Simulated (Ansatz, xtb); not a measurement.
## Two structures of CCl2Sn

We compare a, a singlet given by its coordinates, with b, a triplet given by its coordinates. Both are isolated molecules in the gas phase, relaxed with BLYP-D3(BJ)/def2-SVP.

a (Å):

```xyz
4

C    -0.0946   -0.4624   -1.8937
Cl    0.9200   -0.1934   -3.3208
Cl   -1.4667   -1.5515   -2.1581
Sn    0.2944    0.4320   -0.0470
```

Close contacts (Å): C1–Cl2 1.77, C1–Cl3 1.77, C1–Sn4 2.09.

b (Å):

```
atom    x (Å)    y (Å)    z (Å)
   C  -0.9864  -0.6501  -1.6836
  Cl  -2.1543  -1.2071  -0.5745
  Cl   1.5718   0.4411  -3.7345
  Sn   1.2088  -0.3857  -1.4716
```

Close contacts (Å): C1–Cl2 1.70, C1–Sn4 2.22, Cl3–Sn4 2.44.

Question: Estimate which is lower in electronic energy at CCSD(T)/def2-TZVPP, and by roughly how much.

Answer: The CCSD(T)/def2-TZVPP calculation puts structure a lower, by 0.213 eV.

The same difference at several levels:

```tsv
level	geometry	E(b) − E(a) (eV)	departure from the last row (eV)	job, with rough time for the two
BLYP-D3(BJ)/def2-SVP	BLYP-D3(BJ)/def2-SVP	+0.038	−0.175	optimisation, 1.7 min
HF/def2-TZVPP	BLYP-D3(BJ)/def2-SVP	−1.467	−1.680	part of the CCSD(T) run
MP2/def2-TZVPP	BLYP-D3(BJ)/def2-SVP	+0.591	+0.379	part of the CCSD(T) run
CCSD(T)/def2-TZVPP	BLYP-D3(BJ)/def2-SVP	+0.213		single point, 7.8 min
```

HF/def2-TZVPP puts the two in the other order. The largest departure from CCSD(T)/def2-TZVPP is that of HF/def2-TZVPP, 1.680 eV. The closed-shell reference of a is unstable towards spin breaking, so its energies are less sure. Levels run at GFN2-xTB geometries aren't shown. The triplet state of b needn't be its ground state.

With harmonic frequencies from BLYP-D3(BJ)/def2-SVP (ideal gas, rigid rotor, one conformer each, 298.15 K, 1 atm): on the last row, ΔE + ΔZPE = +0.179 eV. A mode under 50 cm⁻¹ makes harmonic enthalpies and free energies unreliable, so none is given.

Open shells are spin-unrestricted. The correlated steps freeze 15 core orbitals; the filled d shell of Sn is correlated, in a basis made for valence electrons. Atoms past krypton carry core potentials in the def2 sets and no spin–orbit term is included. ΔG holds the spin degeneracy. Codes used: Ansatz 0.2.0; the last row on 2 threads of Intel(R) Xeon(R) Processor @ 2.50GHz (Skylake/Cascade Lake) on a shared host.
